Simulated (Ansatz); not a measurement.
C7H13O (SMILES CC[CH]CCC(C)=O), doublet, geometry from GFN2-xTB; Ansatz (a quantum-chemistry and plane-wave program) with R2SCAN/STO-3G.

Ansatz was given this input:
Ansatz 0.2 input:
```yaml
crystal:
  periodic: [false, false, false]
  atoms:
    - {symbol: C, position_ang: [3.76996117, -0.03779806, -0.25734076]}
    - {symbol: C, position_ang: [2.69569237, 0.75418593, 0.51595414]}
    - {symbol: C, position_ang: [1.49699460, -0.06504665, 0.79234717]}
    - {symbol: C, position_ang: [0.35652600, -0.14701478, -0.14076452]}
    - {symbol: C, position_ang: [-0.99327247, 0.03709125, 0.57578167]}
    - {symbol: C, position_ang: [-2.16771257, -0.22815835, -0.34011532]}
    - {symbol: C, position_ang: [-3.46523325, 0.39081919, 0.12088745]}
    - {symbol: O, position_ang: [-2.07927014, -0.87777189, -1.35024190]}
    - {symbol: H, position_ang: [4.64159171, 0.58694944, -0.43793270]}
    - {symbol: H, position_ang: [3.37279599, -0.37151514, -1.21251134]}
    - {symbol: H, position_ang: [4.07718632, -0.91052846, 0.31344598]}
    - {symbol: H, position_ang: [3.14118730, 1.09796698, 1.45414138]}
    - {symbol: H, position_ang: [2.42309306, 1.62960792, -0.07932072]}
    - {symbol: H, position_ang: [1.51761807, -0.74315254, 1.62991485]}
    - {symbol: H, position_ang: [0.31550201, -1.12846133, -0.63507412]}
    - {symbol: H, position_ang: [0.45224160, 0.60652789, -0.92519285]}
    - {symbol: H, position_ang: [-1.07069337, 1.03831114, 1.00264664]}
    - {symbol: H, position_ang: [-1.06126732, -0.67788533, 1.40096999]}
    - {symbol: H, position_ang: [-4.30035193, -0.02695552, -0.43498603]}
    - {symbol: H, position_ang: [-3.42435564, 1.46352462, -0.06147147]}
    - {symbol: H, position_ang: [-3.60812196, 0.23331447, 1.18680645]}
basis:
  gaussian:
    orbitals: STO-3G
hamiltonian:
  xc: r2scan
magnetization: {spin_polarized: true, initial_magnetization: 1}
accuracy: high
```

The log (banner, timings and long lists left out):

```
Functional definition: r2SCAN
1209 factors; integrals over basis functions are off by at most 3.5e-8 eV
mean field evaluation 1: about -9392.3386 eV, gradient 1.7e1 eV
mean field evaluation 2: about -9384.5953 eV, gradient 4.3e1 eV
mean field evaluation 4: about -9393.9889 eV, gradient 9.3e-1 eV
mean field evaluation 8: about -9393.7851 eV, gradient 2.9e-2 eV
mean field evaluation 16: about -9393.7851 eV, gradient 8.3e-5 eV
mean field -9393.78509122 eV, -345.2152347662 hartree, gradient 1.8e-8 eV, S^2 0.756115; 0 other end points of the search recorded, 0 dependent functions left out
reference -9393.78509280 eV, -345.2152348242 hartree; 32, 31 occupied and 21, 22 virtual orbitals, 1209 factors
Total energy: -9393.78509280 eV, -345.2152348242 hartree
```
